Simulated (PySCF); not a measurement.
Compound: C6H7FP2S.
Cartesian coordinates in Å at the PBE0-D3(BJ)/def2-SVP level; atoms count from 1:
```
atom  x, y, z in Å
C1    -2.7901    1.0600   -0.5566
S2    -1.8032   -0.4226   -0.3226
C3    -0.1733    0.1762   -0.0381
P4     0.0741    1.9162   -0.0586
C5     1.7781    2.0679    0.2571
F6     2.1850    3.3489    0.2842
P7     3.0388    0.9068    0.5416
C8     2.1365   -0.5725    0.4250
C9     0.7927   -0.8390    0.1816
C10    0.3464   -2.2760    0.1504
H11   -2.4573    1.6385   -1.4311
H12   -2.7771    1.7032    0.3357
H13   -3.8130    0.6974   -0.7284
H14    2.7664   -1.4572    0.5771
H15   -0.1013   -2.5302   -0.8247
H16    1.1883   -2.9562    0.3324
H17   -0.4268   -2.4670    0.9129
```

Computed with PySCF at PBE0/pcSseg-1, non-relativistic, on one gas-phase PBE0-D3(BJ)/def2-SVP geometry that isn't relaxed in the solvent. The solvent is an IEF-PCM continuum (van der Waals radii × 1.2). The model holds no explicit solvent molecules, cavitation or dispersion.

Gas phase at PBE0/pcSseg-1: HOMO -6.48 eV, LUMO -2.10 eV, dipole 3.21 D.

Question: What does the continuum do to the energy, the frontier levels and the dipole at PBE0/pcSseg-1 in chloroform and acetonitrile?

Answer: 
```tsv
solvent	ε	E(solvent) − E(gas) (kcal/mol)	polarisation term (kcal/mol)	distortion of the solute (kcal/mol)	HOMO (eV)	LUMO (eV)	dipole (D)
chloroform	4.711	-3.05	-3.43	0.38	-6.43	-2.08	4.05
acetonitrile	35.69	-4.22	-4.97	0.75	-6.44	-2.10	4.39
```

The first energy column is the sum of the next two and covers electrostatics alone. From chloroform to acetonitrile the lowering changes by a factor 1.38, Onsager's factor (ε − 1)/(2ε + 1) by 1.35 and ε itself by 7.6.

Question: Which radius a makes the point-dipole formula ΔE = −[(ε − 1)/(2ε + 1)]·μ²/a³ give the value in acetonitrile, with the gas-phase dipole?

Answer: μ = 1.262 au and |ΔE| = 0.00672 Eh give a = 2.56 Å; the farthest nucleus lies 4.01 Å from the centroid of the nuclei, so such a sphere wouldn't even hold the nuclei. The formula assumes a rigid point dipole at the centre of a sphere.

Question: Give the dipole vector in the frame of the coordinates (D, pointing from negative to positive charge), gas and acetonitrile.

Answer: Gas (-2.31, -2.20, -0.34), solvent (-3.11, -3.07, -0.46). Its length changes by +37 % and its direction by 1°.

Question: Which ESP-fitted charges (PBE0/pcSseg-1) respond most in acetonitrile (means over atoms taken as equivalent)?

Answer: 
```tsv
atoms	environment	gas (e)	solvent (e)	change
C9	substituted aromatic carbon	-0.128	-0.186	-0.058
P7	phosphorus bonded to 2 C	-0.179	-0.232	-0.053
C8	aromatic CH carbon	-0.069	-0.019	+0.050
C3	substituted aromatic carbon	+0.189	+0.229	+0.040
P4	phosphorus bonded to 2 C	-0.194	-0.223	-0.029
F6	aryl fluorine	-0.146	-0.165	-0.019
H14	aromatic hydrogen	+0.174	+0.191	+0.017
H11/H12/H13	methyl hydrogen	+0.195	+0.210	+0.015
```

Question: How do the nuclear quadrupole coupling constants eQVzz/h respond in acetonitrile?

Answer: 
```csv
nucleus,Q (barn),gas (MHz),solvent (MHz),η gas,η solvent
33S at S2,-0.06781,39.42,37.97,0.82,0.86
```
